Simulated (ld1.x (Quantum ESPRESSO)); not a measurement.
## Before and after: TM potential for sulfur

```
Element                 : sulfur
Generator               : ld1.x (Quantum ESPRESSO) 7.5
Type                    : norm-conserving Troullier–Martins (Kleinman–Bylander form)
Functional              : LDA (PZ)
Relativity              : scalar-relativistic
Frozen core             : [Ne]
Valence charge          : 6
Reference configuration : 3s2 3p4
Partial waves           : 3s (bound): rc 1.05 bohr; 3d channel at 0.45 Ry: rc 1.15 bohr; 3p (bound): rc 1.05 bohr
Local potential         : the p channel
Core correction         : a·sin(br)/r model core, default radius (core density twice the valence density)
```

All-electron outer shells of the reference configuration (LDA (PZ), scalar-relativistic, ld1.x):

| shell | level (eV) | outermost node (bohr) | outermost maximum (bohr) |
| --- | --- | --- | --- |
| 2s | -210.79 | 0.13 | 0.39 |
| 2p | -156.52 | – | 0.33 |
| 3s | -17.28 | 0.60 | 1.40 |
| 3p | -7.11 | 0.58 | 1.59 |

Change: local potential the d channel.

Cutoffs: the cutoffs (Ry, on a coarse ladder) from which the occupation-weighted sum of valence levels, in a spherical-Bessel basis at the reference potential, stays within 10 and 1 mRy of its value at 400 Ry; they do not see the model core or the augmentation charge, which bear on the density cutoff. Errors are all-electron minus pseudo energies relative to the spin-unpolarised reference configuration.

Problem. What does the change do?

Solution. The potential gets neither clearly harder nor softer (110 Ry and 230 Ry → 120 Ry and 230 Ry); a bound ghost appears in s, which as a rule spoils a file; the number of tests that count goes from 9 to 0. In the separable form a ghost depends on how the local part lies against the semilocal potential of the channel, so the choice of the local part can create or remove one.

```csv
quantity,base,changed
"cutoff, loose",110 Ry,120 Ry
"cutoff, tight",230 Ry,230 Ry
loose cutoff by channel (10 mRy a level),"s 60 Ry, p 90 Ry","s 30 Ry, p 90 Ry"
bound ghosts,none,s
"tests counted (converged, no solver errors)",9 of 9,0 of 9
s: phases at 1.25 bohr within 0.05 rad from the reference energy up to (Ry; the scan ends near 5),0.3,-0.4
p: phases at 1.25 bohr within 0.05 rad from the reference energy up to (Ry; the scan ends near 5),1.1,0.9
d: phases at 1.25 bohr within 0.05 rad from the reference energy up to (Ry; the scan ends near 5),to the end of the scan,to the end of the scan
```

Changed file: Tests not counted: 3s2 3p3 (solver errors, printed error -183 eV); 3s2 3p2 (solver errors, printed error -6.8 eV); 3s2 3p1 (solver errors, printed error -28.2 eV); 3s2 3p0 (solver errors, printed error +5.0 eV); 3s1 3p4 (solver errors, printed error -6.0 eV); 3s2 3p3.5 (solver errors, printed error -215 eV); 3s1 3p5 (solver errors, printed error -247 eV); 3s2 3p4 (spin-polarised) (solver errors, printed error -242 eV); 3s2 3p3 (spin-polarised) (solver errors, printed error -19.4 eV). A true bound ghost makes a file unfit for plane-wave use even where its test errors are small: the radial tests pick states by their node count and pass the ghost by. Where a test does run into it, the solver fails or the error is huge.
